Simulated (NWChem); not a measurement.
Everything below was run with NWChem. System: C2H6BO2, charge 0, spin multiplicity 2, at a geometry optimised with UPBE/def2-SVP. The structure started from a generated list of species. Its SCF solution wasn't tested for a lower state. Level: UHF/def2-TZVP.

Input file:

```
start mol
memory heap 200 mb stack 900 mb global 1100 mb
geometry units angstroms nocenter noautoz noautosym
  C      1.970614     0.535072     0.332919
  O      1.323978    -0.633853    -0.185193
  B     -0.014758    -0.737747    -0.302755
  O     -0.881475     0.247867     0.050139
  C     -2.289952     0.124684    -0.079362
  H      1.236398     1.314965     0.620076
  H      2.572769     0.250977     1.220051
  H      2.655987     0.940924    -0.439044
  H     -2.764256     0.246861     0.916759
  H     -2.670591     0.926108    -0.746423
  H     -2.580515    -0.861753    -0.498556
end
basis spherical
  * library def2-tzvp
end
scf
  uhf
  nopen 1
  maxiter 100
  thresh 1e-7
  semidirect memsize 60000000 filesize 0
  # guess.movecs holds the orbitals of an unrestricted PBE0 run
  vectors input guess.movecs output mol.movecs
end
task scf energy
```

Output (cleaned and shortened):

```
             Northwest Computational Chemistry Package (NWChem) 7.3.0
             --------------------------------------------------------

                                NWChem Input Module
                                -------------------

 Scaling coordinates for geometry "geometry" by  1.889725989
 (inverse scale =  0.529177249)

                             Geometry "geometry" -> ""
                             -------------------------

 Output coordinates in angstroms (scale by  1.889725989 to convert to a.u.)

  No.       Tag          Charge          X              Y              Z
 ---- ---------------- ---------- -------------- -------------- --------------
    1 C                    6.0000     1.97061400     0.53507200     0.33291900
    2 O                    8.0000     1.32397800    -0.63385300    -0.18519300
    3 B                    5.0000    -0.01475800    -0.73774700    -0.30275500
    4 O                    8.0000    -0.88147500     0.24786700     0.05013900
    5 C                    6.0000    -2.28995200     0.12468400    -0.07936200
    6 H                    1.0000     1.23639800     1.31496500     0.62007600
    7 H                    1.0000     2.57276900     0.25097700     1.22005100
    8 H                    1.0000     2.65598700     0.94092400    -0.43904400
    9 H                    1.0000    -2.76425600     0.24686100     0.91675900
   10 H                    1.0000    -2.67059100     0.92610800    -0.74642300
   11 H                    1.0000    -2.58051500    -0.86175300    -0.49855600

 Effective nuclear repulsion energy (a.u.)     162.8459280247

            Nuclear Dipole moment (a.u.)
            ----------------------------
        X                 Y               Z
 ---------------- ---------------- ----------------
    -0.0000037795    -0.0000094486    -0.0000037795


 Summary of "ao basis" -> "" (spherical)
 ------------------------------------------------------------------------------
       Tag                 Description            Shells   Functions and Types
 ---------------- ------------------------------  ------  ---------------------
 *                         def2-tzvp                  on all atoms

 Summary of "ao basis" -> "ao basis" (spherical)
 ------------------------------------------------------------------------------
       Tag                 Description            Shells   Functions and Types
 ---------------- ------------------------------  ------  ---------------------
 C                         def2-tzvp                11       31   5s3p2d1f
 O                         def2-tzvp                11       31   5s3p2d1f
 B                         def2-tzvp                11       31   5s3p2d1f
 H                         def2-tzvp                 4        6   3s1p

                                 NWChem SCF Module
                                 -----------------

  ao basis        = "ao basis"
  functions       =   191
  atoms           =    11
  alpha electrons =    20
  beta  electrons =    19
  charge          =   0.00
  wavefunction    = UHF
  use symmetry    = F
  symmetry adapt  = F

 Summary of "ao basis" -> "ao basis" (spherical)
 ------------------------------------------------------------------------------
       Tag                 Description            Shells   Functions and Types
 ---------------- ------------------------------  ------  ---------------------
 C                         def2-tzvp                11       31   5s3p2d1f
 O                         def2-tzvp                11       31   5s3p2d1f
 B                         def2-tzvp                11       31   5s3p2d1f
 H                         def2-tzvp                 4        6   3s1p

 Forming initial guess at       0.1s

 Starting SCF solution at       0.1s

 ----------------------------------------------
         Quadratically convergent UHF

 Convergence threshold     :          1.000E-07
 Maximum no. of iterations :          100
 Integral*density screening:          1.000E-09
 ----------------------------------------------

              iter       energy          gnorm     gmax       time
             ----- ------------------- --------- --------- --------
                 1     -253.7303686119  6.82D-01  1.03D-01      6.5
                 2     -253.7583604700  1.11D-01  1.01D-02     10.4
                 3     -253.7602038560  1.03D-02  1.72D-03     20.6
                 4     -253.7602402884  5.61D-05  1.17D-05     44.0
                 5     -253.7602402901  4.75D-09  5.66D-10     88.0

       Final UHF  results
       ------------------

         Total SCF energy =   -253.760240290050
      One electron energy =   -669.213916112468
      Two electron energy =    252.607747797676
 Nuclear repulsion energy =    162.845928024742

                       Sz =      0.5000
                 Sz(Sz+1) =      0.7500
                      S^2 =      0.7535

        Time for solution =     87.9s

          Final alpha eigenvalues
          -----------------------

              1
    1  -20.5719
    2  -20.5644
    3  -11.2906
    4  -11.2838
    5   -7.6565
    6   -1.3929
    7   -1.3592
    8   -0.9459
    9   -0.9354
   10   -0.7300
   11   -0.6855
   12   -0.6512
   13   -0.6441
   14   -0.6180
   15   -0.5976
   16   -0.5141
   17   -0.4975
   18   -0.4966
   19   -0.4484
   20   -0.3393
   21    0.1319
   22    0.1375
   23    0.1534
   24    0.1922
   25    0.2006
   26    0.2151
   27    0.2222
   28    0.2327
   29    0.2458
   30    0.2503

          Final beta eigenvalues
          ----------------------

              1
    1  -20.5695
    2  -20.5631
[...]
   Bfn.  Coefficient  Atom+Function         Bfn.  Coefficient  Atom+Function
  ----- ------------  ---------------      ----- ------------  ---------------
    76      1.019811   3 B  pz              164      0.444551   7 H  s
   170     -0.431769   8 H  s                75     -0.410800   3 B  py
    14     -0.348551   1 C  pz              107     -0.320211   4 O  pz
    45     -0.247564   2 O  pz              176      0.209214   9 H  s
   182     -0.193745  10 H  s                70      0.172037   3 B  pz

 Vector   22  Occ=0.000000D+00  E= 1.374756D-01
              MO Center= -1.5D-01,  6.0D-01,  2.2D-01, r^2= 1.1D+01
   Bfn.  Coefficient  Atom+Function         Bfn.  Coefficient  Atom+Function
  ----- ------------  ---------------      ----- ------------  ---------------
     5      3.729848   1 C  s               129      3.554894   5 C  s
    67     -1.957748   3 B  s               176     -1.306707   9 H  s
   182     -1.307472  10 H  s               170     -1.220525   8 H  s
   164     -1.206010   7 H  s               188     -1.047598  11 H  s
   158     -1.016817   6 H  s                75     -0.711640   3 B  py

 Vector   23  Occ=0.000000D+00  E= 1.533574D-01
              MO Center= -6.7D-01, -7.8D-02, -7.1D-02, r^2= 1.3D+01
   Bfn.  Coefficient  Atom+Function         Bfn.  Coefficient  Atom+Function
  ----- ------------  ---------------      ----- ------------  ---------------
   129      4.137795   5 C  s                 5     -3.274697   1 C  s
   176     -1.437170   9 H  s               182     -1.437490  10 H  s
   164      1.270807   7 H  s               170      1.273998   8 H  s
   188     -1.270042  11 H  s                74      1.102516   3 B  px
   158      0.782378   6 H  s                71      0.432454   3 B  px

                     UHF Final Beta Molecular Orbital Analysis
                     -----------------------------------------

 Vector   17  Occ=1.000000D+00  E=-4.947352D-01
              MO Center= -9.4D-02,  1.6D-01,  5.9D-02, r^2= 5.0D+00
   Bfn.  Coefficient  Atom+Function         Bfn.  Coefficient  Atom+Function
  ----- ------------  ---------------      ----- ------------  ---------------
   101      0.210189   4 O  pz              104      0.193863   4 O  pz
    39      0.179101   2 O  pz               42      0.166374   2 O  pz
   132     -0.150015   5 C  pz

 Vector   18  Occ=1.000000D+00  E=-4.902771D-01
              MO Center=  5.5D-01,  1.1D-01,  7.7D-02, r^2= 4.1D+00
   Bfn.  Coefficient  Atom+Function         Bfn.  Coefficient  Atom+Function
  ----- ------------  ---------------      ----- ------------  ---------------
   157      0.184301   6 H  s                37      0.178450   2 O  px
    38     -0.177319   2 O  py              100     -0.166985   4 O  py
    41     -0.163539   2 O  py               40      0.159787   2 O  px
   103     -0.151763   4 O  py

 Vector   19  Occ=1.000000D+00  E=-4.528200D-01
              MO Center=  2.3D-01,  1.7D-02,  1.9D-02, r^2= 4.1D+00
   Bfn.  Coefficient  Atom+Function         Bfn.  Coefficient  Atom+Function
  ----- ------------  ---------------      ----- ------------  ---------------
    39      0.266511   2 O  pz               42      0.244479   2 O  pz
   101     -0.242393   4 O  pz              104     -0.223462   4 O  pz
    45      0.175909   2 O  pz              107     -0.163814   4 O  pz

 Vector   20  Occ=0.000000D+00  E= 8.877454D-02
              MO Center= -5.3D-01, -1.3D+00, -5.5D-01, r^2= 4.7D+00
   Bfn.  Coefficient  Atom+Function         Bfn.  Coefficient  Atom+Function
  ----- ------------  ---------------      ----- ------------  ---------------
   129     -1.560449   5 C  s                67      1.533946   3 B  s
    66     -0.654125   3 B  s               188      0.606512  11 H  s
     5     -0.574363   1 C  s               176      0.444809   9 H  s
   182      0.444528  10 H  s                74     -0.252180   3 B  px
   158      0.227329   6 H  s                65      0.206812   3 B  s

 Vector   21  Occ=0.000000D+00  E= 1.473694D-01
              MO Center=  1.3D+00,  6.8D-01,  3.6D-01, r^2= 9.1D+00
   Bfn.  Coefficient  Atom+Function         Bfn.  Coefficient  Atom+Function
  ----- ------------  ---------------      ----- ------------  ---------------
     5      4.949088   1 C  s               129      1.707361   5 C  s
   164     -1.690111   7 H  s               170     -1.696193   8 H  s
   158     -1.326244   6 H  s                67     -1.260018   3 B  s
    75     -0.870835   3 B  py              176     -0.738113   9 H  s
   182     -0.733323  10 H  s                74     -0.526926   3 B  px

 Vector   22  Occ=0.000000D+00  E= 1.545504D-01
              MO Center= -5.1D-02, -7.9D-01, -3.4D-01, r^2= 6.9D+00
   Bfn.  Coefficient  Atom+Function         Bfn.  Coefficient  Atom+Function
  ----- ------------  ---------------      ----- ------------  ---------------
    76      1.138837   3 B  pz              170     -0.543293   8 H  s
   164      0.525935   7 H  s                75     -0.468886   3 B  py
    14     -0.382778   1 C  pz              182     -0.351809  10 H  s
   176      0.346986   9 H  s               107     -0.301641   4 O  pz
    45     -0.244664   2 O  pz              138     -0.164757   5 C  pz

 center of mass
 --------------
 x =   0.03934685 y =  -0.09154710 z =  -0.03542574

 moments of inertia (a.u.)
 ------------------
          99.786987783949          12.958092399827         -32.193015733567
          12.958092399827         691.367637982044         -25.591371790306
         -32.193015733567         -25.591371790306         743.168056538812

  Mulliken analysis of the total density
  --------------------------------------

    Atom       Charge   Shell Charges
 -----------   ------   -------------------------------------------------------
    1 C    6     6.12   0.85  1.12  0.48  0.67  0.09  1.19  1.30  0.29  0.03  0.09  0.01
    2 O    8     8.40   0.79  1.18  0.55  0.94  0.29  1.87  2.07  0.67  0.00  0.03  0.00
    3 B    5     4.68   0.91  1.07  0.47  0.35  0.14  0.84  0.55  0.09  0.10  0.12  0.04
    4 O    8     8.41   0.79  1.18  0.55  0.94  0.29  1.87  2.08  0.67  0.00  0.03  0.00
    5 C    6     6.08   0.85  1.12  0.48  0.67  0.08  1.19  1.29  0.27  0.03  0.09  0.01
    6 H    1     0.88   0.26  0.48  0.11  0.02
    7 H    1     0.89   0.26  0.50  0.11  0.02
    8 H    1     0.89   0.26  0.50  0.11  0.02
    9 H    1     0.89   0.26  0.50  0.11  0.02
   10 H    1     0.89   0.26  0.50  0.11  0.02
   11 H    1     0.89   0.26  0.49  0.12  0.02

  Mulliken analysis of the alpha density
  --------------------------------------

    Atom       Charge   Shell Charges
 -----------   ------   -------------------------------------------------------
    1 C    6     3.09   0.43  0.56  0.24  0.34  0.04  0.60  0.66  0.15  0.01  0.04  0.00
    2 O    8     4.19   0.40  0.59  0.28  0.47  0.14  0.93  1.03  0.33  0.00  0.02  0.00
    3 B    5     2.83   0.46  0.53  0.29  0.26  0.13  0.53  0.40  0.08  0.05  0.07  0.02
    4 O    8     4.21   0.40  0.59  0.28  0.47  0.14  0.95  1.05  0.33  0.00  0.01  0.00
    5 C    6     3.03   0.43  0.56  0.24  0.33  0.03  0.60  0.64  0.13  0.01  0.04  0.00
    6 H    1     0.44   0.13  0.24  0.06  0.01
    7 H    1     0.44   0.13  0.25  0.05  0.01
    8 H    1     0.44   0.13  0.25  0.05  0.01
    9 H    1     0.44   0.13  0.25  0.05  0.01
   10 H    1     0.44   0.13  0.25  0.05  0.01
   11 H    1     0.45   0.13  0.24  0.06  0.01

   Mulliken analysis of the beta density
   -------------------------------------

    Atom       Charge   Shell Charges
 -----------   ------   -------------------------------------------------------
    1 C    6     3.03   0.43  0.56  0.24  0.33  0.04  0.59  0.64  0.14  0.01  0.04  0.00
    2 O    8     4.21   0.40  0.59  0.27  0.47  0.15  0.94  1.04  0.34  0.00  0.01  0.00
    3 B    5     1.85   0.45  0.54  0.18  0.09  0.00  0.30  0.15  0.01  0.05  0.05  0.02
    4 O    8     4.19   0.40  0.59  0.27  0.47  0.14  0.93  1.04  0.34  0.00  0.01  0.00
    5 C    6     3.05   0.43  0.56  0.24  0.33  0.05  0.59  0.64  0.14  0.01  0.04  0.00
    6 H    1     0.44   0.13  0.24  0.06  0.01
    7 H    1     0.45   0.13  0.25  0.05  0.01
    8 H    1     0.45   0.13  0.25  0.05  0.01
    9 H    1     0.44   0.13  0.25  0.05  0.01
   10 H    1     0.44   0.13  0.25  0.05  0.01
   11 H    1     0.44   0.13  0.24  0.06  0.01

   Mulliken analysis of the spin density
   -------------------------------------

    Atom       Charge   Shell Charges
 -----------   ------   -------------------------------------------------------
    1 C    6     0.05   0.00 -0.00  0.00  0.00  0.00  0.02  0.02  0.01 -0.00 -0.00 -0.00
    2 O    8    -0.02   0.00 -0.00  0.01  0.00 -0.00 -0.01 -0.01 -0.02  0.00  0.00  0.00
    3 B    5     0.98   0.00 -0.01  0.11  0.17  0.13  0.23  0.26  0.06  0.00  0.02 -0.00
    4 O    8     0.02   0.00 -0.00  0.00  0.00 -0.00  0.02  0.01 -0.01  0.00  0.00  0.00
    5 C    6    -0.03   0.00 -0.00  0.00 -0.00 -0.01  0.00 -0.00 -0.01  0.00 -0.00  0.00
    6 H    1    -0.00  -0.00 -0.00 -0.00  0.00
    7 H    1    -0.00  -0.00 -0.00 -0.00  0.00
    8 H    1    -0.00  -0.00 -0.00 -0.00  0.00
    9 H    1    -0.00  -0.00 -0.00 -0.00  0.00
   10 H    1    -0.00  -0.00 -0.00 -0.00  0.00
   11 H    1     0.01  -0.00 -0.00  0.01  0.00

       Multipole analysis of the density wrt the origin
       ------------------------------------------------

     L   x y z        total         alpha         beta         nuclear
     -   - - -        -----         -----         ----         -------
     0   0 0 0     -0.000000    -20.000000    -19.000000     39.000000

     1   1 0 0     -0.392966      0.037919     -0.430881     -0.000004
     1   0 1 0      0.531283      1.437976     -0.906684     -0.000009
     1   0 0 1      0.197373      0.591122     -0.393745     -0.000004

     2   2 0 0    -18.788951   -209.560915   -207.894253    398.666217
     2   1 1 0      1.891360      0.168280      1.562374      0.160705
     2   1 0 1      0.973822    -10.908593    -10.326814     22.209230
     2   0 2 0    -24.381245    -38.322466    -30.971335     44.912556
     2   0 1 1     -0.782079     -8.486865     -6.000535     13.705320
     2   0 0 2    -22.467301    -21.715950    -19.204887     18.453535

 Task  times  cpu:       88.1s     wall:       88.1s

 Total times  cpu:       88.1s     wall:       88.1s
```
